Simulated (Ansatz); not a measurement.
This geometry of BCl2HO + ClH (7 atoms, charge 0, multiplicity 1) is a first-order saddle point.

Level of theory: RKS B3LYP/def2-SVP (Ansatz).

```xyz
7
Properties=species:S:1:pos:R:3
B 0.079 0.124 0.104
O 0.037 -0.003 1.587
H -0.847 -0.274 1.887
Cl 1.579 -0.425 -0.647
Cl -1.486 -0.171 -0.695
Cl 0.286 2.337 0.520
H 0.156 1.220 1.599
```

Which two structures does it join? (They come from a converged band through this point; their orientation in space is the band's.)

Bonds broken: Cl6–H7. Bonds formed: B1–Cl6, O2–H7. BCl2HO + ClH becomes BCl3H2O.

Image 0:

```xyz
7
Properties=species:S:1:pos:R:3
B -0.193 -0.509 -0.183
O -0.352 0.338 0.857
H -1.178 0.210 1.347
Cl 1.263 -0.380 -1.151
Cl -1.428 -1.722 -0.556
Cl 1.025 2.947 2.377
H 0.665 1.924 1.664
```

Image 8:

```xyz
7
Properties=species:S:1:pos:R:3
B 0.120 0.478 0.002
O 0.066 0.014 1.614
H -0.823 -0.363 1.760
Cl 1.541 -0.368 -0.709
Cl -1.518 -0.090 -0.599
Cl 0.282 2.301 0.147
H 0.135 0.834 2.140
```

How far does it lie above each of them?

26.3 kcal/mol above the first and 15.7 kcal/mol above the second. This is the barrier of this one path; another mechanism may lie lower. The orbitals stay closed-shell, which can raise the energy where a bond breaks towards radicals; this wasn't checked here.

The run took 6.7 min on 2 threads of Arm Neoverse V1, with other jobs on the host, peak memory 0.2 GiB.
